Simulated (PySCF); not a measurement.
GeFCl₃, SMILES [Cl][Ge]([Cl])([Cl])[F]. Geometry optimised at B3LYP-D3(BJ)/def2-SVP.

These are B3LYP-D3(BJ)/def2-SVP run with PySCF values and carry that method's errors.

Harmonic wavenumbers (cm⁻¹): 131, 131, 168, 212, 212, 398, 465, 465, 738. Rotational constants (GHz): 1.608, 1.608, 1.153; symmetry number 3.

Work out the zero-point energy and the ideal-gas rigid-rotor harmonic-oscillator thermochemistry at 298.15 K and 1 atm.

ZPE = ½ Σ hcν = ½ × 2921 cm⁻¹ = 4.18 kcal/mol. H − E(el) = 9.03 kcal/mol. Entropy in cal/(mol K): translation 41.75, rotation 26.89, vibration 15.09, total 83.73. G − E(el) = -15.93 kcal/mol. Cp = 22.21 cal/(mol K). Modes under 150 cm⁻¹ make the vibrational entropy uncertain.
